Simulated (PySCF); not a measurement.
An equivalent PySCF input for Br²⁺ (bromine, charge +2), [Ar] 3d10 4s2 4p3, high-spin 4S determinant, with scalar relativity through the core potential:

```python
from pyscf import gto, scf, dft, mp, cc
import basis_set_exchange as bse
txt = bse.get_basis("cc-pVDZ-PP", elements=["Br"], fmt="nwchem", header=False)
cut = txt.index("\nECP")
mol = gto.M(atom="Br 0 0 0", charge=2, spin=3, symmetry="D2h",
            basis=gto.basis.parse(txt[:cut]),
            ecp={"Br": gto.basis.parse_ecp(txt[cut:])})
mf = dft.UKS(mol, xc="PBE")
mf.irrep_nelec = {'Ag': (4, 4), 'B1g': (1, 1), 'B2g': (1, 1), 'B3g': (1, 1), 'B1u': (2, 1), 'B2u': (2, 1), 'B3u': (2, 1)}
mf.kernel()
```

It reaches the same state as the run whose output follows, with an energy that differs only through the grid. The run itself started from symmetry-adapted Hartree-Fock orbitals and held the occupation by maximum overlap, on a logarithmic radial grid, so the iterations belong to that start.

```
SCF conv_tol = 1e-09
number electrons alpha = 13  beta = 10
XC functionals = PBE
    J. P. Perdew, K. Burke, and M. Ernzerhof.,  Phys. Rev. Lett. 77, 3865 (1996)
    J. P. Perdew, K. Burke, and M. Ernzerhof.,  Phys. Rev. Lett. 78, 1396 (1997)
    J. P. Perdew, K. Burke, and M. Ernzerhof.,  Phys. Rev. Lett. 77, 3865 (1996)
    J. P. Perdew, K. Burke, and M. Ernzerhof.,  Phys. Rev. Lett. 78, 1396 (1997)
cycle= 1 E= -415.571025302535  delta_E= -0.00554  |g|= 0.0306  |ddm|= 0.202
cycle= 2 E= -415.571177931217  delta_E= -0.000153  |g|= 0.00962  |ddm|= 0.0275
cycle= 3 E= -415.571198931838  delta_E= -2.1e-05  |g|= 0.000573  |ddm|= 0.0155
cycle= 4 E= -415.571199085969  delta_E= -1.54e-07  |g|= 2.57e-06  |ddm|= 0.00201
cycle= 5 E= -415.571199085972  delta_E= -3.3e-12  |g|= 2.26e-08  |ddm|= 1.07e-05
converged SCF energy = -415.571199085972  <S^2> = 3.7501676  2S+1 = 4.0000838
```

Energies and moments cover only the electrons outside the core potential.
